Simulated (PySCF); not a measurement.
Species: C₂H₅FGeSi.
Geometry (PBE0-D3(BJ)/def2-SVP, Å), atoms numbered from 1 in this order:
```
atom  x, y, z in Å
F1     3.3609   -1.3607    0.8188
Si2    2.4591   -1.3371   -0.5305
C3     0.8091   -0.6638   -0.1337
C4    -0.3021   -0.2147    0.1136
Ge5   -2.0286    0.4880    0.5139
H6     3.1362   -0.4620   -1.5216
H7     2.3293   -2.7325   -1.0237
H8    -2.3989    1.5080   -0.5711
H9    -1.9651    1.1627    1.8903
H10   -3.0345   -0.6707    0.5264
```

Lines to be assigned: C 1s: 290.07 (area 1), 290.38 (area 1) eV; F 1s: 692.27 eV; Si 1s: 1848.23 eV; Si 2p3/2: 108.24 eV.

Level of theory: delta-SCF UKS SCAN, pcX-2 on the ionised atom, pcseg-1 elsewhere, spin-free X2C in PySCF. Isolated species at its PBE0-D3(BJ)/def2-SVP geometry, gas phase.

(1) Order the carbon atoms by C 1s binding energy.

Answers

(1) 290.07 eV: C3 (alkyne carbon); 290.38 eV: C4 (alkyne carbon). The listed C 1s values span 0.31 eV, from C3 (bonded to C (triple bond) and Si) to C4 (bonded to C (triple bond) and Ge). Summing the Pauling electronegativity differences to the bonded atoms, each weighted by its formal bond order, gives -0.65 for the lowest site and -0.54 for the highest.

Bonded neighbours of each site: F1: Si; Si2: F, C and 2 H; C3: C (triple bond) and Si; C4: C (triple bond) and Ge.

Give the binding energy of C 1s of C3 in hartree and in kJ/mol.

290.07 eV = 10.6599 Eh = 27987 kJ/mol.

Spin contamination (⟨S²⟩ against 0.75 for a pure doublet) is marked for C 1s of C4 (0.87), which makes this value less certain. Spin–orbit coupling isn't in the SCF: each 2p doublet comes from a relaxed spin-free hole plus a matrix of the shell (mean-field spin–orbit coupling and the ground-state 2p splitting), with 2p3/2 averaged over its two sublevels. 2p1/2 minus 2p3/2 (ligand field included): Si 0.63 eV. No level of germanium is listed.
